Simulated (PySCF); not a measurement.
Choosing a molecule for a target property.

Each SMILES stands for a single optimised conformer of the isolated species, non-relativistic unless stated; the electronic structure was computed with PySCF and density fitting.

Dipoles, sizes and rotational constants follow the conformer. The torsions of the flexible species, by atom-mapped SMILES:
- `[CH3:1][CH2:2]/[CH:3]=[C:4](/[C:5](=[O:6])[F:7])[C:8]([F:9])([F:10])[F:11]`: C1–C2–C3–C4 173°, C3–C4–C5–O6 -7°, C3–C4–C8–F9 -107°
- `[CH3:1][S:2][c:3]1[o:4][c:5]2[cH:6][cH:7][cH:8][cH:9][c:10]2[p:11]1`: C1–S2–C3–O4 180°
- `[O:1]=[c:2]1[cH:3][c:4]1[O:5][CH:6]([F:7])[F:8]`: C3–C4–O5–C6 180°, C4–O5–C6–F7 121°
- `[CH2:1]=[CH:2][C@@:3]1([C:4]([F:5])([F:6])[F:7])[CH2:8][C@H:9]1[C:10](=[O:11])[F:12]`: C1–C2–C3–C4 6°, C2–C3–C4–F5 57°, C8–C9–C10–O11 25°
- `[CH2:1]=[C:2]([CH3:3])[PH:4][SiH:5]([CH3:6])[CH3:7]`: C1–C2–P4–Si5 95°, C2–P4–Si5–C6 -71°

The conformers of `CC[C@@H]1C[Si@@](C)(P)O[SiH2]1` and `C[SiH]1CCPCC1` aren't listed.

Question: Wanted: HOMO–LUMO gap below 6 eV (PBE0/pcSseg-1) and HOMO energy above -7.4 eV (PBE0/pcSseg-1), at GFN2-xTB geometries. Which candidate meets both?
A. `CC[C@@H]1C[Si@@](C)(P)O[SiH2]1`
B. `c1cc2oc(pc2cc1)SC`
C. `C(F)([C@]1([C@H](C(=O)F)C1)C=C)(F)F`
D. `O=c1cc1OC(F)F`
E. `C=C(C#N)C#CC(C)=O`
F. `CC/C=C(/C(=O)F)C(F)(F)F`
G. `C[SiH]1CCPCC1`

Answer: B. Computed values:
```
                            species  HOMO–LUMO gap  HOMO energy
                  c1cc2oc(pc2cc1)SC        4.85 eV     -6.03 eV
                  C=C(C#N)C#CC(C)=O        5.15 eV     -8.09 eV
            CC/C=C(/C(=O)F)C(F)(F)F        6.46 eV     -8.88 eV
                      O=c1cc1OC(F)F        6.71 eV     -7.60 eV
C(F)([C@]1([C@H](C(=O)F)C1)C=C)(F)F        6.82 eV     -7.96 eV
                      C[SiH]1CCPCC1        7.47 eV     -6.81 eV
     CC[C@@H]1C[Si@@](C)(P)O[SiH2]1        7.60 eV     -7.24 eV
```

Question: Wanted: smallest rotational constant between 0.5 GHz and 1 GHz (GFN2-xTB) and dipole moment below 3 D (PBE0/pcSseg-1), at GFN2-xTB geometries. Which candidate meets both?
A. `FC(F)Oc1cc1=O`
B. `CC/C=C(/C(=O)F)C(F)(F)F`
C. `C=C(C)P[SiH](C)C`
D. `o1c(SC)pc2ccccc12`

Answer: C. Computed values:
```csv
species,smallest rotational constant,dipole moment
o1c(SC)pc2ccccc12,0.435 GHz,0.64 D
CC/C=C(/C(=O)F)C(F)(F)F,0.597 GHz,4.19 D
C=C(C)P[SiH](C)C,0.935 GHz,1.13 D
FC(F)Oc1cc1=O,1.061 GHz,2.13 D
```
